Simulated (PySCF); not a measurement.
# NMR problem set

How the numbers were obtained: σ from GIAO-PBE0/pcSseg-1, geometry from GFN2-xTB, J: B3LYP/pcJ-1, in PySCF (rapidly exchanging positions averaged, no solvent model, a single conformation, no relativistic terms).

Shifts are taken against calculated references (same method and geometry level): ¹H (σ = 31.72 ppm) and ¹³C (σ = 186.93 ppm) vs TMS. Multiplet labels drop J under 1 Hz and among equivalent protons, and merge close values. Unscaled 3J(H,H) run several per cent high. Splittings of carbon signals by F and P are missing where no couplings were computed. Where no couplings were computed, multiplicities follow the n + 1 count of equivalent neighbours, and m marks all less simple cases (inequivalent or close neighbours, rings, F or P nearby). One-bond C–F couplings are unscaled and too large by tens of Hz. Shifts are as computed. Against solution values, carbons near 30 ppm lie about +3 ppm off and those near 130 ppm about +5 ppm. Of 1211 compounds with measured shifts, 218 miss one by over three times the rms of a fit or turn the order of signals round; such compounds aren't used in these exercises.

(1) C3H2F2O. ¹H NMR (600 MHz, computed): δ 9.88 (ddd, J = 3.4, 2.6, 1.1 Hz, 1H), 7.53 (ddd, J = 74.8, 3.4, 2.4 Hz, 1H). ¹³C{¹H} NMR (computed): δ 188.3 (CH, dd, J = 43.6, 4.2 Hz), 158.2 (C, dd, J = 311.2, 20.6 Hz), 157.5 (CH, dd, J = 372.0, 63.2 Hz). What is it?

(2) C5H3FO2. ¹H NMR (300 MHz, computed): δ 7.90 (m, 1H), 7.73 (m, 1H), 6.87 (m, 1H). ¹³C{¹H} NMR (computed): δ 155.8 (CH), 155.6 (C), 146.0 (C), 133.2 (CH), 119.4 (CH). What is it?

Results:

(1) SMILES O=C/C(F)=C\F. Rings plus π bonds: 2 (no ring in the answer). 3 carbon signals for 3 carbons: no two carbons are equivalent. Carbon types of the structure: 1 × C, 2 × CH, which accounts for all hydrogens. δC 188.3: aldehyde carbonyl carbon; low-lying n→π* states of the double bond to the heteroatom give a large paramagnetic term (-247 ppm). δC 158.2: α carbon of a C=C–C=O unit; the olefinic region. δC 157.5: β carbon of a C=C–C=O unit; conjugation with the carbonyl draws π density from the β position. δH 9.88: hydrogen on an aldehyde carbonyl carbon; deshielded by the polar, anisotropic C=O bond.

This is the structure that produced the data.

(2) 2-furoylfluoride (O=C(F)c1ccco1). The formula gives 4 degrees of unsaturation (1 ring in the answer). 5 carbon signals for 5 carbons: no two carbons are equivalent. Carbon types of the structure: 2 × C, 3 × CH, which accounts for all hydrogens. δC 155.8: aromatic CH next to the ring oxygen. δC 155.6: carbonyl carbon. δC 146.0: substituted aromatic carbon next to the ring oxygen. δC 133.2, 119.4: aromatic CH.

The shifts were computed for this structure.
